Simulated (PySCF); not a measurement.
CH8FNSi2. Atoms are numbered in the order given.

```xyz
13

C      1.9943     0.6382    -1.5571
Si     0.6817    -0.6326    -1.0625
Si    -0.3915     0.0492     0.9042
N     -1.1986     1.5326     0.5615
F     -1.3946    -1.1614     1.3913
H      2.4591     0.3778    -2.5214
H      1.5393     1.6375    -1.6476
H      2.7900     0.6957    -0.7970
H      1.2923    -1.9829    -0.8946
H     -0.3525    -0.7363    -2.1369
H      0.5050     0.3136     2.0598
H     -1.5371     2.1329     1.3106
H     -1.7842     1.6244    -0.2655
```

Geometry optimised at TPSSh-D3(BJ)/def2-SVP. The structure was generated by enumeration; whether it is a known compound was not checked. One conformer was computed; it need not be the lowest.

These are TDA-ωB97X/def2-SVPD (PySCF 2.14.0) values and carry that method's errors.

Vertical excitations. Gas-phase values at a fixed geometry.

```json
[
 {"state": "S1", "energy (eV)": "7.05", "λ (nm)": "176", "f": "0.063", "main pairs": "HOMO→LUMO 85 %"},
 {"state": "S2", "energy (eV)": "7.16", "λ (nm)": "173", "f": "0.022", "main pairs": "HOMO→LUMO+1 37 %, HOMO−1→LUMO+1 28 %, HOMO−1→LUMO 23 %"},
 {"state": "S3", "energy (eV)": "7.50", "λ (nm)": "165", "f": "0.062", "main pairs": "HOMO→LUMO+1 32 %, HOMO−1→LUMO+1 30 %, HOMO→LUMO+2 12 %, HOMO−1→LUMO 10 %"},
 {"state": "S4", "energy (eV)": "8.15", "λ (nm)": "152", "f": "0.066", "main pairs": "HOMO−1→LUMO 46 %, HOMO−1→LUMO+1 13 %, HOMO−1→LUMO+5 11 %, HOMO→LUMO+2 8 %"},
 {"state": "S5", "energy (eV)": "8.18", "λ (nm)": "151", "f": "0.009", "main pairs": "HOMO→LUMO+2 53 %, HOMO−1→LUMO+1 10 %, HOMO→LUMO+1 9 %"},
 {"state": "S6", "energy (eV)": "8.62", "λ (nm)": "144", "f": "0.027", "main pairs": "HOMO−3→LUMO 44 %, HOMO−2→LUMO 29 %, HOMO−3→LUMO+1 10 %"},
 {"state": "S7", "energy (eV)": "8.71", "λ (nm)": "142", "f": "0.070", "main pairs": "HOMO−2→LUMO 37 %, HOMO−3→LUMO 18 %, HOMO→LUMO+3 16 %, HOMO−2→LUMO+1 8 %"},
 {"state": "S8", "energy (eV)": "8.76", "λ (nm)": "142", "f": "0.337", "main pairs": "HOMO→LUMO+3 36 %, HOMO→LUMO+2 9 %, HOMO−2→LUMO 9 %, HOMO−1→LUMO+2 7 %"},
 {"state": "S9", "energy (eV)": "8.83", "λ (nm)": "140", "f": "0.167", "main pairs": "HOMO−1→LUMO+2 19 %, HOMO−1→LUMO+6 16 %, HOMO→LUMO+3 15 %, HOMO−2→LUMO+1 8 %"},
 {"state": "S10", "energy (eV)": "8.87", "λ (nm)": "140", "f": "0.010", "main pairs": "HOMO→LUMO+5 41 %, HOMO→LUMO+6 20 %, HOMO→LUMO+7 12 %"},
 {"state": "T1", "energy (eV)": "6.10", "λ (nm)": "203", "f": "0", "main pairs": "HOMO→LUMO 79 %"},
 {"state": "T2", "energy (eV)": "6.50", "λ (nm)": "191", "f": "0", "main pairs": "HOMO→LUMO+1 56 %, HOMO→LUMO+2 20 %"},
 {"state": "T3", "energy (eV)": "6.93", "λ (nm)": "179", "f": "0", "main pairs": "HOMO−1→LUMO+1 49 %, HOMO−1→LUMO 35 %"},
 {"state": "T4", "energy (eV)": "7.47", "λ (nm)": "166", "f": "0", "main pairs": "HOMO−1→LUMO 39 %, HOMO−1→LUMO+1 25 %, HOMO−1→LUMO+5 11 %, HOMO−1→LUMO+2 9 %"}
]
```
Triplets are in the Tamm–Dancoff approximation.
